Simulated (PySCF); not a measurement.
PySCF input file for BHFBr, SMILES FBBr, ADC(2)/aug-cc-pVDZ. Coordinates come from a B3LYP-D3(BJ)/def2-TZVP optimisation.

```python
import numpy as np
from pyscf import gto, scf, dft, adc

mol = gto.M(
    atom='''
    B    -0.55220097   -1.09804754    0.00000000
    H    -1.70998730   -1.34989430    0.00000000
    F     0.34257683   -2.05816648    0.00000000
    Br    0.03965145    0.72467515    0.00000000
    ''',
    basis='aug-cc-pVDZ',
    charge=0,
    spin=0,
    max_memory=1600,
    verbose=4,
)
mf = scf.RHF(mol)
mf.conv_tol = 1e-10
mf.max_cycle = 100
mf.kernel()
res = {}
for kind, nroots in (('ee', 6), ('ip', 6), ('ea', 2)):
    a = adc.ADC(mf).density_fit('aug-cc-pvdz-ri')
    a.method, a.method_type = 'adc(2)', kind
    e, v, p, x = a.kernel(nroots=nroots)
    res[kind] = (e * 27.211386245988, p)
for kind, (e, p) in res.items():
    print(kind, 'energies / eV', np.round(e, 3), 'strengths', np.round(p, 4))
```

Log of the run:

```
PySCF version 2.14.0

[INPUT] verbose = 4
[INPUT] num. atoms = 4
[INPUT] num. electrons = 50
[INPUT] charge = 0
[INPUT] spin (= nelec alpha-beta = 2S) = 0
[INPUT] symmetry False subgroup None
[INPUT] Mole.unit = angstrom
[INPUT] Symbol           X                Y                Z      unit          X                Y                Z       unit  Magmom
[INPUT]  1 B     -0.552200970000  -1.098047540000   0.000000000000 AA   -1.043508599019  -2.075009122352   0.000000000000 Bohr   0.0
[INPUT]  2 H     -1.709987300000  -1.349894300000   0.000000000000 AA   -3.231407673484  -2.550930524111   0.000000000000 Bohr   0.0
[INPUT]  3 F      0.342576830000  -2.058166480000   0.000000000000 AA    0.647376385322  -3.889370965960   0.000000000000 Bohr   0.0
[INPUT]  4 Br     0.039651450000   0.724675150000   0.000000000000 AA    0.074930380942   1.369437562778   0.000000000000 Bohr   0.0

nuclear repulsion = 137.265926989238
number of shells = 30
number of NR pGTOs = 167
number of NR cGTOs = 91
basis = aug-cc-pVDZ
ecp = {}


******** <class 'pyscf.scf.hf.RHF'> ********
method = RHF
initial guess = minao
damping factor = 0
level_shift factor = 0
DIIS = <class 'pyscf.scf.diis.CDIIS'>
diis_start_cycle = 1
diis_space = 8
diis_damp = 0
SCF conv_tol = 1e-10
SCF conv_tol_grad = None
SCF max_cycles = 100
direct_scf = True
direct_scf_tol = 1e-13
Set gradient conv threshold to 1e-05
Initial guess from minao.
init E= -2696.3602577263
  HOMO = -0.380884006934753  LUMO = 0.0294316760991586  gap/eV = 11.16526
cycle= 1 E= -2697.12945288851  delta_E= -0.769  |g|= 0.478  |ddm|= 2.12
  HOMO = -0.432403025865577  LUMO = 0.0256364437378069  gap/eV = 12.46389
cycle= 2 E= -2697.17831198843  delta_E= -0.0489  |g|= 0.268  |ddm|= 0.649
  HOMO = -0.434384152994076  LUMO = 0.0458949324213815  gap/eV = 13.06906
cycle= 3 E= -2697.19231245608  delta_E= -0.014  |g|= 0.0409  |ddm|= 0.254
  HOMO = -0.433408705375694  LUMO = 0.0481399858674849  gap/eV = 13.10361
cycle= 4 E= -2697.19294115436  delta_E= -0.000629  |g|= 0.0128  |ddm|= 0.0985
  HOMO = -0.432545065292853  LUMO = 0.0474742859138586  gap/eV = 13.06199
cycle= 5 E= -2697.19301018742  delta_E= -6.9e-05  |g|= 0.00292  |ddm|= 0.0218
  HOMO = -0.432990726249405  LUMO = 0.0474842151421833  gap/eV = 13.07439
cycle= 6 E= -2697.19301597499  delta_E= -5.79e-06  |g|= 0.000868  |ddm|= 0.00691
  HOMO = -0.432930068915843  LUMO = 0.0474854410958242  gap/eV = 13.07277
cycle= 7 E= -2697.19301667883  delta_E= -7.04e-07  |g|= 0.000228  |ddm|= 0.00255
  HOMO = -0.432960763566564  LUMO = 0.0474881509314243  gap/eV = 13.07368
cycle= 8 E= -2697.19301673396  delta_E= -5.51e-08  |g|= 5.65e-05  |ddm|= 0.000805
  HOMO = -0.43294994977684  LUMO = 0.0474887748371301  gap/eV = 13.07340
cycle= 9 E= -2697.19301673689  delta_E= -2.93e-09  |g|= 1.51e-05  |ddm|= 0.000159
  HOMO = -0.43295189677279  LUMO = 0.0474881220080877  gap/eV = 13.07344
cycle= 10 E= -2697.19301673711  delta_E= -2.14e-10  |g|= 4.16e-06  |ddm|= 4.26e-05
  HOMO = -0.432951576089249  LUMO = 0.047488076418347  gap/eV = 13.07343
cycle= 11 E= -2697.19301673713  delta_E= -2.41e-11  |g|= 7.78e-07  |ddm|= 1.33e-05
  HOMO = -0.432951460271021  LUMO = 0.0474880646980378  gap/eV = 13.07343
Extra cycle  E= -2697.19301673712  delta_E= 8.19e-12  |g|= 3.46e-07  |ddm|= 1.7e-06
converged SCF energy = -2697.19301673712

******** <class 'pyscf.adc.radc.RADC'> ********
******** ADC Orbital Information ********
Number of Frozen Occupied Orbitals: 0
Number of Frozen Virtual Orbitals: 0
Number of Active Occupied Orbitals: 25
Number of Active Virtual Orbitals: 66
*****************************************
******** <class 'pyscf.df.df.DF'> ********
auxbasis = aug-cc-pvdz-ri
Reference correlation energy (doubles): -0.44157921
MP2 correlation energy of reference state (a.u.) = -0.44157921

******** <class 'pyscf.adc.radc_ee.RADCEE'> ********
max_space = 12
max_cycle = 50
conv_tol = 1e-08

*************************************************************
        ADC calculation summary (singlet states only)
*************************************************************
adc(2) root 0  |  Energy (Eh) =   0.2298530583  |  Energy (eV) =   6.25462030  |  Osc. strength = 0.00058740  |  conv = True
adc(2) root 1  |  Energy (Eh) =   0.2585361980  |  Energy (eV) =   7.03512828  |  Osc. strength = 0.14466843  |  conv = True
adc(2) root 2  |  Energy (Eh) =   0.2656632518  |  Energy (eV) =   7.22906529  |  Osc. strength = 0.00013297  |  conv = True
adc(2) root 3  |  Energy (Eh) =   0.2962234703  |  Energy (eV) =   8.06065120  |  Osc. strength = 0.09194440  |  conv = True
adc(2) root 4  |  Energy (Eh) =   0.3118508043  |  Energy (eV) =   8.48589262  |  Osc. strength = 0.12052624  |  conv = True
adc(2) root 5  |  Energy (Eh) =   0.3166979940  |  Energy (eV) =   8.61779137  |  Osc. strength = 0.02842094  |  conv = True

******** <class 'pyscf.adc.radc.RADC'> ********
******** ADC Orbital Information ********
Number of Frozen Occupied Orbitals: 0
Number of Frozen Virtual Orbitals: 0
Number of Active Occupied Orbitals: 25
Number of Active Virtual Orbitals: 66
*****************************************
******** <class 'pyscf.df.df.DF'> ********
auxbasis = aug-cc-pvdz-ri
Reference correlation energy (doubles): -0.44157921
MP2 correlation energy of reference state (a.u.) = -0.44157921

******** <class 'pyscf.adc.radc_ip.RADCIP'> ********
max_space = 12
max_cycle = 50
conv_tol = 1e-08

*************************************************************
        ADC calculation summary (doublet states only)
*************************************************************
adc(2) root 0  |  Energy (Eh) =   0.4049693683  |  Energy (eV) =  11.01977781  |  Spec. factor = 1.84644222  |  conv = True
adc(2) root 1  |  Energy (Eh) =   0.4219404507  |  Energy (eV) =  11.48158448  |  Spec. factor = 1.84636379  |  conv = True
adc(2) root 2  |  Energy (Eh) =   0.4572770076  |  Energy (eV) =  12.44314117  |  Spec. factor = 1.81425903  |  conv = True
adc(2) root 3  |  Energy (Eh) =   0.5721763075  |  Energy (eV) =  15.56971037  |  Spec. factor = 1.77859015  |  conv = True
adc(2) root 4  |  Energy (Eh) =   0.5768481470  |  Energy (eV) =  15.69683760  |  Spec. factor = 1.74225855  |  conv = True
adc(2) root 5  |  Energy (Eh) =   0.6097856555  |  Energy (eV) =  16.59311286  |  Spec. factor = 1.77005528  |  conv = True

******** <class 'pyscf.adc.radc.RADC'> ********
******** ADC Orbital Information ********
Number of Frozen Occupied Orbitals: 0
Number of Frozen Virtual Orbitals: 0
Number of Active Occupied Orbitals: 25
Number of Active Virtual Orbitals: 66
*****************************************
******** <class 'pyscf.df.df.DF'> ********
auxbasis = aug-cc-pvdz-ri
Reference correlation energy (doubles): -0.44157921
MP2 correlation energy of reference state (a.u.) = -0.44157921

******** <class 'pyscf.adc.radc_ea.RADCEA'> ********
max_space = 12
max_cycle = 50
conv_tol = 1e-08

*************************************************************
        ADC calculation summary (doublet states only)
*************************************************************
adc(2) root 0  |  Energy (Eh) =   0.0236729139  |  Energy (eV) =   0.64417280  |  Spec. factor = 1.90299499  |  conv = True
adc(2) root 1  |  Energy (Eh) =   0.0405973344  |  Energy (eV) =   1.10470974  |  Spec. factor = 1.97496451  |  conv = True
ee energies / eV [6.255 7.035 7.229 8.061 8.486 8.618] strengths [6.000e-04 1.447e-01 1.000e-04 9.190e-02 1.205e-01 2.840e-02]
ip energies / eV [11.02  11.482 12.443 15.57  15.697 16.593] strengths [1.8464 1.8464 1.8143 1.7786 1.7423 1.7701]
ea energies / eV [0.644 1.105] strengths [1.903 1.975]
```

Self-consistency was reached.

Cost: roughly 4 core-minutes.
